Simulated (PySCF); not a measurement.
Spinor energies of Tb²⁸⁺ (terbium, charge +28)

Start: [Kr] 4d1; 4d5/2 filled at m_j = +5/2. Calculated with PySCF 2.14 in an even-tempered Gaussian basis (17 s from 2.4 bohr⁻², ratio 2.8; 14 p from 3.1 bohr⁻², ratio 2.8; 9 d from 3.1 bohr⁻², ratio 2.8; 3 f from 11 bohr⁻², ratio 3): generalised Hartree-Fock with the X2C-1e Hamiltonian and a Gaussian nucleus; one run each with spin-orbit coupling (SO) screened by Boettger's factors, then bare. This is a chosen level, not necessarily the ground level.

| spinor shell | electrons | ε, screened SO (eV) | ε, bare SO (eV) | weight of nominal j (bare SO) | rms radius, bare SO (bohr) |
| --- | --- | --- | --- | --- | --- |
| 1s1/2 | 2 | -53229.8 | -53229.1 | 1.000 | 0.0245 |
| 2s1/2 | 2 | -9765.8 | -9765.6 | 1.000 | 0.0990 |
| 2p1/2 | 2 | -9313.0 | -9332.2 | 1.000 | 0.0845 |
| 2p3/2 | 4 | -8561.8 | -8554.9 | 1.000 | 0.0912 |
| 3s1/2 | 2 | -2950.6 | -2950.6 | 1.000 | 0.253 |
| 3p1/2 | 2 | -2754.8 | -2758.9 | 1.000 | 0.243 |
| 3p3/2 | 4 | -2593.1 | -2591.7 | 1.000 | 0.257 |
| 3d3/2 | 4 | -2260.9 | -2264.9 | 1.000 | 0.228 |
| 3d5/2 | 6 | -2226.8 | -2224.3 | 1.000 | 0.232 |
| 4s1/2 | 2 | -1254.0 | -1254.0 | 1.000 | 0.532 |
| 4p1/2 | 2 | -1164.9 | -1166.1 | 0.999 | 0.539 |
| 4p3/2 | 4 | -1119.9 | -1119.5 | 0.999 | 0.565 |
| 4d5/2 | 1 | -988.15 | -987.47 | 1.000 | 0.563 |

```csv
quantity,screened SO,bare SO
E (hartree),-11323.17126,-11323.73503
M_J,5/2,5/2
⟨J²⟩,8.752,8.752
⟨L²⟩,6.047,6.051
⟨S²⟩,0.796,0.800
```

Each row is a mean over spinors that exchange with the open shell spreads, by up to 12.241 eV (4p3/2).

Breit and QED terms are absent; they matter most for the inner s and p1/2 levels.

Densities and radii are taken from the X2C orbitals without a picture-change correction, which distorts them close to the nucleus.
